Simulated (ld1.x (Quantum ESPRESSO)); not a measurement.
**How hard is this Ca (Z = 20) TM potential?**

| Item | Value |
| --- | --- |
| Element | calcium |
| Generator | ld1.x (Quantum ESPRESSO) 7.5 |
| Type | norm-conserving Troullier–Martins (Kleinman–Bylander form) |
| Functional | PBEsol |
| Relativity | fully relativistic |
| Frozen core | [Ar] |
| Valence charge | 2 |
| Reference configuration | 3d0 4s2 4p0 |
| Partial waves | 4s (bound): rc 2.95 bohr; 3d (bound, empty): rc 3.25 bohr; 4f channel at -0.1 Ry: rc 4.20 bohr; 4p (bound, empty): rc 3.90 bohr |
| Local potential | the p channel |
| Core correction | Bessel-smoothed model core, default radius (core density twice the valence density) |

Open shells are filled in proportion to 2j + 1 (rel_dist='average').

The pseudo-atom Hamiltonian at the reference potential is diagonalised in spherical Bessel functions j_l(qr) that vanish at 20 bohr, with q² up to the cutoff. All-electron valence levels (Ry): 4s -0.2767, 3d3/2 -0.1446, 3d5/2 -0.1434, 4p1/2 -0.1028, 4p3/2 -0.1014.

Problem. How do the lowest levels (Ry) of each channel move with the cutoff, and are there ghosts?

Solution.

```
cutoff (Ry)     s #1    s #2  d3/2 #1  d5/2 #1  d5/2 #2  f5/2 #1  f7/2 #1  p1/2 #1  p1/2 #2  p3/2 #1  p3/2 #2  Σ f·Δε (mRy)
          8  -0.2762  0.0028   0.0218   0.0218   0.0943   0.0973   0.0973  -0.1018   0.0428  -0.1018   0.0428           1.0
         10  -0.2765  0.0028   0.0026   0.0025   0.0738   0.0973   0.0973  -0.1018   0.0428  -0.1018   0.0428           0.3
         12  -0.2766  0.0028  -0.0483  -0.0481   0.0561   0.0973   0.0973  -0.1019   0.0428  -0.1019   0.0428           0.1
         15  -0.2766  0.0028  -0.1005  -0.0998   0.0499   0.0973   0.0973  -0.1019   0.0428  -0.1019   0.0428           0.1
        400  -0.2767  0.0028  -0.1446  -0.1434   0.0471   0.0973   0.0973  -0.1019   0.0428  -0.1019   0.0428           0.0
```

Result: no extra level below or beside the all-electron valence levels (s, d3/2, d5/2, f5/2, f7/2, p1/2, p3/2 tested); 10 mRy is reached at 6 Ry and 1 mRy at 10 Ry.

The cutoffs count occupied waves only; the empty 3d level needs 18 Ry at the loose tolerance.
